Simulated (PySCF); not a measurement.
Trimethylsilane, C3H10Si.
Cartesian coordinates in Å at the PBE0-D3(BJ)/def2-SVP level; atoms count from 1:
```xyz
14
C3H10Si angstrom
C      0.1117    1.7152   -0.4839
Si    -0.0880    0.1071    0.4735
C     -1.5445   -0.8745   -0.2039
C      1.4904   -0.9126    0.3611
H     -0.7953    2.3359   -0.4156
H      0.3022    1.5119   -1.5501
H      0.9555    2.3080   -0.0975
H     -0.3524    0.4321    1.9153
H     -1.7006   -1.8028    0.3676
H     -1.3707   -1.1512   -1.2564
H     -2.4765   -0.2897   -0.1581
H      1.7106   -1.1737   -0.6866
H      2.3536   -0.3562    0.7588
H      1.4024   -1.8504    0.9315
```

The calculation used core-valence-separated Tamm–Dancoff BHandHLYP/aug-pcX-1 (pcseg-1 on H, def2-SVPD on Si) in PySCF, non-relativistic, gas phase, PBE0-D3(BJ)/def2-SVP geometry. Absolute energies from this functional tend to lie a few eV below measured edges; no shift was applied.

The lowest roots of each edge with f over 0.003 (five at most, numbered afresh; weaker and dark ones are left out), with transition dipoles (au) in the frame of the coordinates:

| root | edge | E (eV) | f | μx | μy | μz |
| --- | --- | --- | --- | --- | --- | --- |
| 1 | C | 284.95 | 0.0057 | 0.0092 | 0.0256 | -0.0091 |
| 2 | C | 284.95 | 0.0047 | -0.0210 | -0.0009 | -0.0151 |
| 3 | C | 284.95 | 0.0039 | 0.0176 | -0.0130 | -0.0084 |
| 4 | C | 285.70 | 0.0031 | -0.0157 | -0.0136 | -0.0021 |
| 5 | C | 285.70 | 0.0425 | 0.0655 | -0.0363 | 0.0214 |

Problem. Molecules are fixed in this frame and the field points along (0, 1, 1)/√2. What effective strengths 3 f cos²θ do the roots have (θ between field and μ)?

Solution. root 1 (C1/C3/C4): 0.003, root 2 (C1/C3/C4): 0.003, root 3 (C1/C3/C4): 0.005, root 4 (C1/C3/C4): 0.003, root 5 (C1/C3/C4): 0.002. Root 3 is the strongest. Averaged over all orientations cos²θ is 1/3, which gives f back. For degenerate partners only the sum has meaning, as the program may mix them freely.

